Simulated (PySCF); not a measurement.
## Löwdin shares of the frontier orbitals

Compound: C5H7F3Se.
Atom-mapped SMILES: `[CH3:1][CH2:2][C:3](=[Se:4])[CH2:5][C:6]([F:7])([F:8])[F:9]` (hydrogens: H10, H11, H12 on C1; H13, H14 on C2; H15, H16 on C5)

Geometry (PBE0-D3(BJ)/def2-SVP, Å), atoms numbered from 1 in this order:
```
atom  x, y, z in Å
C1    -2.4256   -0.3587    0.2152
C2    -1.0105    0.0397    0.5702
C3    -0.1363    0.5478   -0.5326
Se4   -0.6599    0.7759   -2.2010
C5     1.2846    0.8487   -0.1325
C6     2.2040   -0.3565   -0.1982
F7     2.2721   -0.8724   -1.4207
F8     3.4395   -0.0088    0.1683
F9     1.8048   -1.3340    0.6282
H10   -2.4332   -1.1676   -0.5299
H11   -2.9606   -0.7052    1.1117
H12   -2.9798    0.4859   -0.2195
H13   -0.4694   -0.8020    1.0423
H14   -1.0098    0.8244    1.3531
H15    1.3352    1.2148    0.9055
H16    1.7196    1.6067   -0.7969
```

The calculation used TDDFT wB97X-D/def2-SVPD, vertical, gas phase, core orbitals frozen in the response in PySCF 2.14.0, density-fitted response routines. Relativistic effects, spin–orbit coupling among them, are left out although an element past zinc is present.

Kohn–Sham orbitals with the atoms that hold most of them (Löwdin shares over 4%, at most four atoms; ? is withheld):

| orbital | ε (eV) | atoms |
| --- | --- | --- |
| HOMO-3 | -12.19 | C1 32%, C2 18%, H10 14%, H12 12% |
| HOMO-2 | -11.73 | Se4 35%, C3 18%, C2 15%, C1 10% |
| HOMO-1 | -9.79 | Se4 48%, C3 31%, C2 7%, C5 4% |
| HOMO | ? | ? |
| LUMO | -0.90 | ? |
| LUMO+1 | 1.94 | Se4 42%, C2 9%, C1 8%, C3 7% |
| LUMO+2 | 2.06 | Se4 73% |

Q: Which atoms hold the LUMO, and with what shares?

A: Se4 (bonded to C) 43%; C3 (bonded to 2 C and Se) 37%; C2 (bonded to 2 C and 2 H) 5%; C5 (bonded to 2 C and 2 H) 4%. By element: carbon 47% or more, selenium 43%.

Q: Give the leading atoms of the HOMO.

A: Se4 (bonded to C) 76%; C3 (bonded to 2 C and Se) 11%.

Q: What is the HOMO energy, and the HOMO–LUMO gap?

A: ε(HOMO) = -8.24 eV; the gap is 7.34 eV (0.2697 hartree).

Q: The HOMO–LUMO gap is 7.34 eV. Where does the response calculation put the lowest singlet, and from which orbitals?

A: S1 is at 2.12 eV (f = 0.0000), 5.22 eV below the gap, made of HOMO→LUMO (99%). 

Q: One configuration dominates each of S1, S2 and S3. Which, and how do the shares of the two leading atoms of either orbital change from the occupied to the empty one?

A: 
- S1 (2.12 eV, f 0.0000), HOMO→LUMO (99%): Se4 76% → 43%, C3 11% → 37%
- S2 (5.08 eV, f 0.237), HOMO-1→LUMO (95%): Se4 48% → 43%, C3 31% → 37%
- S3 (5.71 eV, f 0.0017), HOMO-2→LUMO (93%): Se4 35% → 43%, C3 18% → 37%

One conformer stands for the species.
